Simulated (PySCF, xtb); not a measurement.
Cl₂Zr, SMILES [Cl][Zr][Cl], multiplicity 1.

GFN2-xTB (xtb) at its own geometry gives an orbital gap of 0.63 eV and a dipole moment of 1.66 D.

Geometry optimised at PBE0-D3(BJ)/def2-TZVP. The multiplicity is an assumed one; other spin states were not compared. The def2 effective core potentials stand for the cores of Zr; spin–orbit coupling is left out.

What does PBE/def2-TZVPD (PySCF) give? (Estimate from the structure and the level; the computed values follow.)

gap 0.20 eV (levels -4.48 and -4.28 eV), dipole 1.08 D.
